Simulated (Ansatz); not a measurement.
`C[Si]1(Cl)CN1`. Total charge 0; spin multiplicity 1.

Z-matrix (Å, degrees):
```
C
Si 1 1.850
H 1 1.092 2 109.9
H 1 1.092 2 110.8 3 -120.4
H 1 1.092 2 110.4 3 120.0
Cl 2 2.046 1 109.5 3 177.1
C 2 1.820 1 123.4 3 21.4
N 2 1.693 1 123.7 3 -40.3
H 7 1.091 2 118.1 1 -2.1
H 7 1.088 2 124.3 1 151.2
H 8 1.007 2 132.3 1 -2.7
```

Problem. List the harmonic frequencies (cm⁻¹, unscaled) at PBE0-D4/def2-TZVP in Ansatz. (Best estimate.)

Solution. Computed: 147, 190, 196, 220, 245, 397, 491, 668, 709, 771, 806, 809, 833, 994, 1051, 1110, 1212, 1279, 1440, 1448, 1466, 3057, 3081, 3144, 3150, 3160, 3635.

Problem. Is this a minimum?

Solution. Yes, all 27 modes are real.

Problem. Give the ideal-gas thermochemistry at 298.15 K and 1 bar (rigid rotor, harmonic oscillator; point group C1, symmetry number 1).

Solution. Zero-point energy 213.6 kJ/mol; H(298) − E = 234.1 kJ/mol; entropy 340.6 J/(mol·K), of which translation 167.2, rotation 113.6, vibration 59.8; G(298) − E = 132.6 kJ/mol.

Problem. And at 400, 500, 600, 800 and 1000 K?

Solution. 
```
T (K)  H − E (kJ/mol)  S (J/mol/K)  G − E (kJ/mol)
  400           246.3        375.5            96.1
  500           260.2        406.5            56.9
  600           275.7        434.8            14.9
  800           310.3        484.3           -77.2
 1000           348.3        526.7          -178.4
```
